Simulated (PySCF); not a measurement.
# Deuteron quadrupole couplings in `CN(C)[SiH2]N(C)CB(F)F`

Compound: C4H13BF2N2Si.
Structure used (PBE0-D3(BJ)/def2-SVP), in Å, numbered top down from 1:
```
atom  x, y, z in Å
C1    -2.2726    0.0430    0.8833
N2    -1.7420    0.0101   -0.4553
C3    -2.6886   -0.3754   -1.4680
Si4   -0.1853    0.6816   -0.8036
N5     0.9676    0.0290    0.3158
C6     1.0956   -1.3965    0.4888
C7     2.0368    0.8044    0.9029
B8     3.4396    0.6735    0.2062
F9     3.5693    0.1782   -1.0103
F10    4.5439    1.0974    0.7985
H11   -1.4727    0.2791    1.6013
H12   -2.6962   -0.9381    1.1705
H13   -3.0769    0.7963    1.0053
H14   -3.1158   -1.3744   -1.2563
H15   -3.5387    0.3312   -1.5496
H16   -2.2013   -0.4235   -2.4532
H17    0.0328    0.3548   -2.2495
H18   -0.0360    2.1640   -0.6145
H19    1.1405   -1.6672    1.5612
H20    0.2196   -1.9058    0.0597
H21    2.0010   -1.8099    0.0014
H22    1.7836    1.8819    0.8605
H23    2.1387    0.5910    1.9868
```

Level: PBE0/pcSseg-1 (PySCF, non-relativistic); Q(2H) = 0.00286 b; rigid geometry, the same for H and D, with no vibrational averaging.

Question: Rank these positions by the coupling χzz of a deuteron there, largest first.
A. H16 (methyl hydrogen)
B. H22 (methylene hydrogen)
C. H18 (Si–H hydrogen)

Answer: A (193 kHz), B (186 kHz), C (89 kHz).

Q: Tabulate Vzz, the asymmetry η and χzz = 234.96 MHz × Q × Vzz for every hydrogen position.

A: 
```csv
atom,bonded to,bond length (Å),Vzz (au),η,χzz (kHz)
H11,C1,1.101,0.2849,0.07,191
H12,C1,1.107,0.2786,0.06,187
H13,C1,1.109,0.2752,0.05,185
H14,C3,1.107,0.2774,0.06,186
H15,C3,1.108,0.2747,0.06,185
H16,C3,1.100,0.2865,0.07,193
H17,Si4,1.498,0.1348,0.03,91
H18,Si4,1.502,0.1329,0.04,89
H19,C6,1.107,0.2779,0.06,187
H20,C6,1.100,0.2849,0.07,191
H21,C6,1.108,0.2741,0.06,184
H22,C7,1.108,0.2766,0.07,186
H23,C7,1.109,0.2749,0.07,185
```

Q: Average by the element that carries the hydrogen.

A: on C: 187 kHz over 11 positions, mean bond length 1.106 Å; on Si: 90 kHz over 2 positions, mean bond length 1.500 Å.

Q: How does χzz go with the bond length over the 11 C–H bonds?

A: A straight-line fit has a slope of -8.5 kHz for each 0.01 Å, with a correlation coefficient of -0.99, over lengths from 1.100 to 1.109 Å. The longer bonds have the smaller couplings here.

Q: A static deuteron (I = 1) shows a doublet split by (3/2)χ, (3/4)χ(1 + η) and (3/4)χ(1 − η) with the field along z, y and x of the gradient. What are these for H22?

A: With |χ| = 185.9 kHz and η = 0.072: 279, 149 and 129 kHz, to first order and without motion.

One conformer (not necessarily the lowest) at the PBE0-D3(BJ)/def2-SVP geometry, without solvent, vibrations or thermal averaging. A larger basis could move these couplings by a tenth or more.
